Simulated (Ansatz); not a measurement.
Computed with Ansatz on PBE0-D4/def2-TZVP structures; ΔE is electronic, products minus reactants. CBS: MP2 limit from def2 TZ/QZ plus the TZ coupled-cluster correction, frozen cores. DFT in def2-TZVPP. Elements past krypton have def2 core potentials. For Ge, In outer-core shells are correlated without core-valence functions, which leaves a few kJ/mol of doubt a bond. Scalar relativity is left out up to krypton. Each species was taken in one conformer, which may not be the lowest.

`C[O][InH][Cl]` + `[F][GeH2][Cl]` → `C[O][In]([Cl])[Cl]` + `[F][GeH3]`  (redistribution)

(1) Is it downhill or uphill in electronic energy at CCSD(T)/CBS, and by how much? (Estimate.)

(2) What do these levels give: PBE-D4, revPBE-D4, PBE0-D4, r2SCAN0-D4, ωB97X-V, PBE-QIDH, PBE, revPBE, r2SCANh, r2SCAN0, LC-ωPBE, RPA@PBE/def2-TZVPP? (An estimate is asked.)

(3) What do rigid-rotor, harmonic-oscillator terms from PBE0-D4/def2-TZVP frequencies (298.15 K, 1 bar) make of the CCSD(T)/CBS value? (Estimate.)

Largest T1 diagnostic among the species: 0.016.

Answers

(1) Ansatz gave: Downhill: ΔE = -5.0 kcal/mol.

(2) The calculation gave: PBE-D4 -3.0, revPBE-D4 -3.0, PBE0-D4 -3.5, r2SCAN0-D4 -3.5, ωB97X-V -3.7, PBE-QIDH -4.0, PBE -3.1, revPBE -3.8, r2SCANh -3.4, r2SCAN0 -3.5, LC-ωPBE -3.8, RPA@PBE/def2-TZVPP -4.4 kcal/mol.

(3) Ansatz gave: ΔZPE = +0.4 kcal/mol, ΔH = -4.3 kcal/mol, ΔS = 2 J/(mol·K), ΔG = -4.4 kcal/mol. Modes under 50 cm⁻¹ make the entropy rough.

At CCSD(T), def2-SVP lies −1.7 kcal/mol from the extrapolated value and def2-TZVPP +0.7 kcal/mol. Leaving LDA and LC-ωPBE aside and taking each functional with its dispersion term where it has one, the values, not all of them listed here, spread over 1.5 kcal/mol, from BHLYP-D4 to PBE-D4. LDA lies +2.1 kcal/mol from PBE without D4. In def2-TZVPP, CCSD(T) changes the Hartree–Fock value by +1.8 kcal/mol (the triples alone add +0.0 kcal/mol) and MP2 by +1.7 kcal/mol.
